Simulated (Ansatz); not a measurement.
Reaction (substitution at a C–B bond): `CB[S][GeH3]` + `N=CCN` → `C/N=C\CN` + `B[S][GeH3]`

Program: Ansatz. Geometries: PBE0-D4/def2-TZVP. ΔE: electronic, gas phase. CCSD(T)/CBS adds triple-zeta CCSD(T) − MP2 to the extrapolated MP2 energy (def2 sets, frozen cores). Functionals use def2-TZVPP. B3LYP here is the variant with VWN-RPA as its local correlation; programs differ in this. For Ge outer-core shells are correlated without core-valence functions, which leaves a few kJ/mol of doubt a bond. Scalar relativity is left out up to krypton. One conformer a species, not always the lowest.

Question: Is it downhill or uphill in electronic energy at CCSD(T)/CBS, and by how much? (Best estimate.)

Answer: Computed: Uphill: ΔE = +0.90 eV.

Question: What do these levels give: PBE0-D4, B3LYP-D4, ωB97X-V, ωB97M-V, PBE, r2SCAN, PBE0, B3LYP, CCSD/def2-TZVPP, CCSD(T)/def2-TZVPP, HF/CBS(def2), MP2/CBS(def2)? (An estimate is asked.)

Answer: The calculation gave: PBE0-D4 0.92, B3LYP-D4 0.88, ωB97X-V 0.89, ωB97M-V 0.93, PBE 0.90, r2SCAN 0.94, PBE0 0.92, B3LYP 0.88, CCSD/def2-TZVPP 0.90, CCSD(T)/def2-TZVPP 0.90, HF/CBS(def2) 0.88, MP2/CBS(def2) 0.93 eV.

Largest T1 diagnostic among the species: 0.014.
